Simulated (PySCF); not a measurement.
Electron correlation in Sb²⁺ (antimony, charge +2)

[Kr] 4d10 5s1 5p2, high-spin 4P determinant (an excited configuration). Computed with PySCF 2.14 in def2-TZVPPD with the def2 core potential (28 electrons) (7s5p4d2f, 56 functions), with a scalar-relativistic core potential. Frozen: nothing; 21 electrons correlated.

```tsv
level	correlation energy (mhartree)
CCSD	-249.49
(T)	-3.99
CCSD(T)	-253.48
```

Diagnostics: T1 = 0.0059, D1 = 0.0195, largest double amplitude 0.030.

Cost of the coupled-cluster step: about 40 core-seconds, for 21 correlated electrons.

Iterations:

```
CC2 = 0
CCSD nocc = (np.int64(12), np.int64(9)), nmo = (56, 56)
frozen orbitals [[], []]
max_cycle = 100
direct = 0
conv_tol = 1e-08
conv_tol_normt = 1e-06
diis_space = 8
diis_start_cycle = 0
Init t2, MP2 energy = -0.253265010440469
Init E_corr(UCCSD) = -0.253265010441224
cycle = 1  E_corr(UCCSD) = -0.244992463727727  dE = 0.00827254671  norm(t1,t2) = 0.0388881
cycle = 2  E_corr(UCCSD) = -0.249194355774492  dE = -0.00420189205  norm(t1,t2) = 0.00849281
cycle = 3  E_corr(UCCSD) = -0.24923904647417  dE = -4.46906997e-05  norm(t1,t2) = 0.00288047
cycle = 4  E_corr(UCCSD) = -0.249500622451197  dE = -0.000261575977  norm(t1,t2) = 0.000792182
cycle = 5  E_corr(UCCSD) = -0.249491703895609  dE = 8.91855559e-06  norm(t1,t2) = 0.000136876
cycle = 6  E_corr(UCCSD) = -0.249490417587365  dE = 1.28630824e-06  norm(t1,t2) = 2.25973e-05
cycle = 7  E_corr(UCCSD) = -0.249491166031875  dE = -7.48444509e-07  norm(t1,t2) = 5.2141e-06
cycle = 8  E_corr(UCCSD) = -0.249491149048994  dE = 1.69828807e-08  norm(t1,t2) = 7.76813e-07
cycle = 9  E_corr(UCCSD) = -0.249491140092271  dE = 8.95672292e-09  norm(t1,t2) = 1.21399e-07
UCCSD converged
E(UCCSD) = -238.4185000987347  E_corr = -0.249491140092271
UCCSD(T) correction = -0.00399326807094641
```

The basis has no tight functions for the innermost shells, so their pair energies are far from complete.

This basis was not built for core-valence correlation, so the inner-shell part is incomplete.
